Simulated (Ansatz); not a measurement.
This geometry of CH5BOSi (9 atoms, charge 0, multiplicity 1) is a first-order saddle point.

These are results of RKS PBE-D4/6-31G in Ansatz 0.2.0, not measurements.

```xyz
9
Properties=species:S:1:pos:R:3
B -0.839 0.962 -1.118
C -0.171 -0.373 -0.754
Si 0.655 -0.937 0.672
O 0.899 -0.088 2.165
H -0.220 1.860 -1.648
H -2.018 1.162 -0.917
H -0.180 -1.143 -1.548
H 1.264 -2.286 0.871
H 0.610 0.843 2.278
```

**Question.** Which two structures does it join? (They come from a converged band through this point; their orientation in space is the band's.)

**Answer.** No bond is made or broken. The dihedral H6–B1–C2–Si3 goes from 0 to 180°. The two ends are copies of one structure, up to a mirror image or an exchange of like atoms.

Initial state:

```xyz
9
Properties=species:S:1:pos:R:3
B -0.164 1.175 -0.932
C 0.458 -0.200 -0.903
Si 0.289 -1.139 0.584
O -0.547 -0.544 1.967
H -0.098 1.886 -1.904
H -0.759 1.614 0.038
H 1.002 -0.644 -1.745
H 0.758 -2.507 0.989
H -0.940 0.359 1.907
```

Final state:

```xyz
9
Properties=species:S:1:pos:R:3
B -0.165 1.174 -0.933
C 0.457 -0.201 -0.904
Si 0.290 -1.138 0.585
O -0.546 -0.543 1.968
H -0.759 1.614 0.037
H -0.100 1.884 -1.906
H 1.002 -0.645 -1.745
H 0.759 -2.507 0.989
H -0.938 0.361 1.908
```

**Question.** How far does it lie above each of them?

**Answer.** 19.2 kcal/mol above the first and 19.2 kcal/mol above the second. This is the barrier of this one path; another mechanism may lie lower. Limits of this set-up: no polarisation functions.

Run time: 110 s on 1 thread of Arm Neoverse V1 (shared host), peak memory 0.1 GiB.
